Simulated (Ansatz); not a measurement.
`O[Si](O)(O)N[Si](O)(O)O`, relaxed with RKS PBE0-D4/def2-TZVP in Ansatz from a GFN2-xTB geometry. The force threshold is 0.005 eV/Å; the program also tests the step.

The species carries charge 0 and has multiplicity 1.

Start:

```xyz
16

O     1.663   -1.171    0.715
Si    0.128   -0.867    1.145
O    -0.921   -1.905    0.435
O    -0.026   -1.077    2.747
N    -0.272    0.723    0.610
Si   -0.168    0.968   -1.100
O    -1.152   -0.026   -1.922
O    -0.481    2.507   -1.510
O     1.379    0.644   -1.515
H     1.929   -0.810   -0.132
H    -1.114   -2.721    0.890
H     0.645   -0.700    3.307
H    -0.972    1.228    1.121
H    -1.242   -0.912   -1.574
H    -1.382    2.739   -1.710
H     1.986    1.379   -1.507
```

(1) How much energy does the relaxation release, and in how many steps? (Estimate.)

(2) Which bonds change most? (An estimate is asked.)

(3) Give the relaxed structure. (Estimate.)

Answers

(1) Computed: 17.86 kJ/mol, in 46 steps, 2 of them rejected.

(2) Computed: N5–Si6 from 1.731 to 1.700 Å; Si6–O7 from 1.622 to 1.638 Å; Si2–O4 from 1.623 to 1.638 Å; Si6–O9 from 1.634 to 1.647 Å.

(3) Ansatz gave: 
```xyz
16

O     1.702   -1.063    0.803
Si    0.138   -1.047    1.249
O    -0.632   -2.488    1.218
O     0.068   -0.582    2.818
N    -0.726   -0.048    0.147
Si   -0.227    0.951   -1.134
O    -1.347    0.940   -2.328
O     0.004    2.536   -0.809
O     1.248    0.363   -1.570
H     1.864   -0.760   -0.100
H    -0.525   -3.032    1.999
H     0.698    0.091    3.082
H    -1.727   -0.069    0.290
H    -1.661    0.084   -2.622
H    -0.708    3.132   -1.044
H     1.831    0.992   -1.998
```
